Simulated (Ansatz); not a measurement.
Harmonic frequencies (cm⁻¹) at PBE0-D4/def2-TZVP from Ansatz: 57, 110, 140, 247, 367, 404, 432, 462, 481, 628, 652, 689, 740, 799, 840, 855, 920, 988, 1091, 1160, 1355, 1430, 1676, 2223, 2236, 2405, 2416, 3136, 3253, 3800.

Each molecule was computed in one conformer, which needn't be the lowest.

Which molecule is it?
A. `[SiH3]C=C=C[SiH3]`
B. `C=C(O)[SiH2]P`
C. `[GeH3]/[CH]=[N]/[InH2]`
D. `CBCN`

B.
